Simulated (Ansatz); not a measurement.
Born–Oppenheimer molecular dynamics of CH₆O₃Si (11 atoms, charge 0, multiplicity 1). It starts from a relaxed structure.

Computed with RKS B3LYP/6-31G in Ansatz.

```yaml
ensemble: NVT, Langevin thermostat
time_step: 0.5 fs
steps_asked: 250
set_temperature: 50 K
friction: 0.05 /fs
seed: 481866
```

First frame:

```xyz
11
Properties=species:S:1:pos:R:3
Si -0.157 -0.087 -0.055
O 0.018 -0.267 1.642
C -1.036 -0.287 2.637
H -1.761 -1.082 2.428
H -0.562 -0.473 3.602
H -1.561 0.676 2.675
O 1.424 -0.344 -0.639
H 2.142 -0.638 -0.055
H -0.676 1.238 -0.473
O -1.276 -1.202 -0.697
H -1.111 -2.147 -0.837
```

(1) How far do the bonds stretch over the last three quarters of this one trajectory? (Pairs bonded in most of those frames.)

Results:

(1) 
```csv
bond,mean (Å),spread (Å),shortest,longest
Si1–O2,1.720,0.011,1.70,1.74
Si1–O7,1.701,0.012,1.68,1.72
Si1–H9,1.488,0.016,1.46,1.52
Si1–O10,1.703,0.009,1.69,1.72
O2–C3,1.450,0.017,1.42,1.48
C3–H4,1.095,0.008,1.08,1.12
C3–H5,1.091,0.009,1.07,1.12
C3–H6,1.098,0.009,1.08,1.12
O7–H8,0.971,0.009,0.95,0.99
O10–H11,0.970,0.006,0.96,0.98
```

Mean temperature of the second half: 49 K. A run of 0.12 ps of so small a system gives no equilibrium averages. Limits of this set-up: no polarisation functions.

The run took 13 min on 1 thread of Arm Neoverse V1, on a shared host, peak memory 0.13 GiB.
